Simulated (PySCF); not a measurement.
Computed IR spectrum (relative IR intensity) of a molecule C3H6BNO. Coordinates come from a PBE-D3(BJ)/def2-SVP optimisation. Other conformers were not sampled. Method: PBE-D3(BJ)/def2-SVP in PySCF. Frequencies are harmonic and unscaled.

| ν (cm⁻¹) | relative intensity |
|---|---|
| 827 | 2.4 |
| 911 | 13 |
| 1078 | 8.7 |
| 1158 | 10 |
| 1221 | 100 |
| 1278 | 75 |
| 1309 | 52 |
| 1382 | 18 |
| 1385 | 3.5 |
| 2311 | 52 |
| 3091 | 4.7 |

### Question
Which structure fits?
(A) NB1C=COC1
(B) OCB1C=NC1
(C) C=C1CNB1O
(D) CB(C)OC#N

### Answer
D, CB(C)OC#N
